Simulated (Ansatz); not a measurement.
A made-up structure of H2TeS, singlet:

```json
{"atom": "S1", "x (Å)": "-0.4904", "y (Å)": "-0.6005", "z (Å)": "0.7316"}
{"atom": "Te2", "x (Å)": "0.3717", "y (Å)": "1.0306", "z (Å)": "0.3211"}
{"atom": "H3", "x (Å)": "0.5839", "y (Å)": "-1.1740", "z (Å)": "0.0633"}
{"atom": "H4", "x (Å)": "-0.4652", "y (Å)": "0.7439", "z (Å)": "-1.1160"}
```

It is relaxed with PBE-D4/def2-SVP and then PBE0-D4/def2-TZVP (Ansatz 0.2.0). Atoms count as bonded within 1.22 times the sum of their covalent radii (H–H: 0.88 Å). The end point is not checked to be a true minimum.

Q: Does its bonding change? (Judge from chemistry; the calculation decides.)

A: Computed: No: no bond forms or breaks.

Where it ends: The first stage lowers the energy by 5.17 eV in 8 steps. It ends as H₂TeS ([SH][TeH]):
S1  (-0.419, -0.896, 0.848)
Te2  (0.314, 1.254, 0.147)
H3  (0.594, -1.602, 0.316)
H4  (-0.489, 1.244, -1.311)
(Å)

Labels in which every atom is bracketed show which atoms are joined, not bond orders.

For scale, one of the runs: PBE0-D4/def2-TZVP relaxation, 99 basis functions, launched by `ansatz run in.yaml --threads 2 --pin off --events-out ev --progress --plain --max-ram 4352MiB`. The run took about 8.5 s on 2 CPU threads of an Arm Neoverse V2 (shared host).
